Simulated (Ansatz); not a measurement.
Basis-set extrapolation for `CC1CBC1` (PBE0-D4/def2-TZVP geometry, frozen core, Ansatz). Multiplicity 1, RHF reference.

```csv
,def2-TZVPP,def2-QZVPP
HF,-181.420354,-181.428743
MP2 correlation,-0.787189,-0.836051
CCSD(T) correlation,-0.872667,not run
```

Energies in hartree. Use E(X) = E(∞) + A·exp(−7.88·√X) for Hartree–Fock and E(X) = E(∞) + B·X^(−2.97) for correlation, with X = 3 and 4, and add CCSD(T) minus MP2 of the smaller set to the MP2 limit.

Q: What is the CCSD(T) energy at the basis-set limit?

A: HF limit: -181.428743 + (-0.008389) × 0.13774 = -181.42990. MP2 limit: -0.836051 + (-0.048862) × 0.74074 = -0.87225. Higher-order term: -0.872667 − (-0.787189) = -0.08548. Total: -182.38763 hartree, 248.4 kJ/mol below CCSD(T)/def2-TZVPP.
